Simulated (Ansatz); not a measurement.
C2H6SSn, SMILES `[CH2]1S[CH2][SnH2]1`. The species carries charge 0 and has multiplicity 1. Sn takes the def2 core potential.

Cartesian coordinates in Å:
```
C -0.400 0.000 -1.412
S 1.138 0.880 -0.995
C 1.105 0.549 0.795
Sn -0.734 -0.571 0.643
H -1.152 0.668 -1.832
H -0.223 -0.829 -2.097
H 1.971 -0.029 1.119
H 1.038 1.467 1.379
H -0.638 -2.241 0.993
H -2.104 0.106 1.408
```

**Question.** List the harmonic frequencies (cm⁻¹, unscaled) at PBE0-D4/def2-TZVP in Ansatz. (Estimate.)

**Answer.** The calculation gave: 59, 300, 351, 438, 524, 559, 615, 713, 716, 722, 733, 742, 1006, 1036, 1059, 1082, 1435, 1449, 1925, 1934, 3087, 3088, 3150, 3150.

**Question.** Is this a minimum?

**Answer.** Yes, all 24 modes are real.

**Question.** Give the ideal-gas thermochemistry at 298.15 K and 1 bar (rigid rotor, harmonic oscillator; point group C2v, symmetry number 2).

**Answer.** Zero-point energy 178.7 kJ/mol; H(298) − E = 196.6 kJ/mol; entropy 327.4 J/(mol·K), of which translation 173.7, rotation 107.0, vibration 46.7; G(298) − E = 99.0 kJ/mol. Modes under 100 cm⁻¹ are hindered rotations or soft bends, so the harmonic entropy is rough.

**Question.** And at 400, 500, 600, 800 and 1000 K?

**Answer.** 
```csv
T (K),H − E (kJ/mol),S (J/mol/K),G − E (kJ/mol)
400,207.8,359.4,64.0
500,220.7,388.1,26.6
600,235.1,414.3,-13.5
800,267.2,460.4,-101.1
1000,302.7,499.9,-197.2
```
